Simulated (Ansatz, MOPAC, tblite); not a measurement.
Dissociation curve of SBe, lowest singlet found (which spin is the ground state isn't settled by this scan).

- AM1, restricted, heats of formation (MOPAC)
- RMP2 = MP2 on RHF/cc-pVDZ, frozen core (Ansatz, a program for electronic structure)
- RKS-PBE = restricted PBE/cc-pVDZ run with Ansatz
- GFN2-xTB, 300 K electronic temperature (tblite)

Energies are in kJ/mol, each relative to the lowest point of its own curve between 1.45 and 2.16 Å, where full CI is lowest.

```csv
R / Å,AM1,RMP2,RKS-PBE,GFN2-xTB
1.45,25.8,209.6,199.3,248.0
1.55,___,83.8,78.7,88.9
1.66,0.0,17.3,15.7,15.2
1.75,___,0.0,0.0,0.0
1.84,___,4.7,5.3,___
1.89,16.1,14.1,14.5,18.5
1.98,31.9,39.8,38.9,44.2
2.03,___,57.9,55.4,60.8
2.10,___,86.9,80.7,85.8
2.16,73.9,114.3,103.7,107.9
```

Task: What belongs in the gaps?

Result: 
- 1.55, AM1: 8.0
- 1.75, AM1: 1.5
- 1.84, AM1: 9.4
- 1.84, GFN2-xTB: 7.9
- 2.03, AM1: 42.4
- 2.10, AM1: 58.7

The scan ran from 1.45 to 6.81 Å; beyond the distances shown full CI changes its symmetry label. The restricted form behind AM1, RMP2, RKS-PBE keeps the bonding electrons paired and can't separate into open-shell fragments. The T1 diagnostic of CCSD on the restricted reference of RMP2 exceeds 0.045 at 2.16 Å.
